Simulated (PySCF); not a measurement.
Species: C₃H₈BCl.
Numbering: `[BH2:1][CH2:2][C@@H:3]([CH3:4])[Cl:5]` (hydrogens: H6, H7 on B1; H8, H9 on C2; H10 on C3; H11, H12, H13 on C4)

Structure used (PBE0-D3(BJ)/def2-SVP), in Å, numbered top down from 1:
```
atom  x, y, z in Å
B1     1.680    0.400   -0.669
C2     0.685   -0.707   -0.213
C3    -0.436   -0.292    0.718
C4    -1.477    0.584    0.053
Cl5   -1.253   -1.762    1.398
H6     2.496    0.149   -1.526
H7     1.703    1.496   -0.153
H8     0.293   -1.275   -1.076
H9     1.350   -1.439    0.294
H10   -0.020    0.221    1.597
H11   -2.280    0.847    0.755
H12   -1.008    1.516   -0.302
H13   -1.924    0.067   -0.809
```

Level of theory: PBE0-D3(BJ)/def2-SVP geometry optimisation, gas phase in PySCF.

Take the most abundant isotopes and a rigid rotor. The values belong to one conformer with, in the numbering `[BH2:1][CH2:2][C@@H:3]([CH3:4])[Cl:5]`, H–B1–C2–C3 -172° and 11°, B1–C2–C3–C4 70°.

Q: What are A, B and C (MHz)?

A: Ia = 74.56, Ib = 211.92, Ic = 266.85 u·Å²; 505379 MHz·u·Å²/I gives A = 6778, B = 2385, C = 1894 MHz.

Q: What kind of rotor is it?

A: An asymmetric top; Ray's κ = -0.799.

Q: Is it planar, by Δ = Ic − Ia − Ib?

A: Not planar: Δ = Ic − Ia − Ib = -19.63 u·Å². For a rigid frame Δ = −2 Σ m c², so Σ m c² = 9.81 u·Å² lies off the ab plane: 7.00 from hydrogen and 2.81 from heavier atoms. The atom farthest from that plane is 1.43 Å away.

Q: Which types of transition are allowed, and where do some lines up to J = 3 fall?

A: The dipole components are |μa| = 1.37 D, |μb| = 0.51 D, |μc| = 0.09 D. The squared components, which scale the intensities, stand as 1.00 : 0.14 : 0.00 (a : b : c). Some of the stronger lines:

| type | branch | J(Ka,Kc) | MHz | lower level (cm⁻¹) |
| --- | --- | --- | --- | --- |
| a | Q | 1(1,0) ← 1(1,1) | 491 | 0.289 |
| a | Q | 2(1,1) ← 2(1,2) | 1473 | 0.558 |
| a | R | 1(0,1) ← 0(0,0) | 4279 | 0.000 |
| b | Q | 2(1,1) ← 2(0,2) | 5414 | 0.427 |
| a | R | 2(1,2) ← 1(1,1) | 8066 | 0.289 |
| b | R | 3(0,3) ← 2(1,2) | 8741 | 0.558 |
| a | R | 2(1,1) ← 1(1,0) | 9048 | 0.306 |
| b | Q | 3(2,1) ← 3(1,2) | 12662 | 1.059 |
| a | R | 3(2,2) ← 2(2,1) | 12836 | 1.047 |
| a | R | 3(2,1) ← 2(2,0) | 12990 | 1.048 |
| b | Q | 2(2,0) ← 2(1,1) | 13219 | 0.607 |
| b | Q | 3(2,2) ← 3(1,3) | 15413 | 0.961 |
| b | R | 3(1,3) ← 2(0,2) | 16018 | 0.427 |
| b | R | 2(2,1) ← 1(1,0) | 22229 | 0.306 |
| b | R | 2(2,0) ← 1(1,1) | 22759 | 0.289 |
| b | Q | 3(3,1) ← 3(2,2) | 23218 | 1.475 |
| b | R | 3(2,2) ← 2(1,1) | 26017 | 0.607 |
| b | R | 3(2,1) ← 2(1,2) | 27682 | 0.558 |
| b | R | 3(3,0) ← 2(2,1) | 36056 | 1.047 |

No frequency check. No vibrational averaging or centrifugal distortion is included, and the geometry carries the error of its method. A rigid rotor knows nothing of internal rotation, which can split or shift real lines. Quadrupole hyperfine structure (11B, 35Cl) is left out.
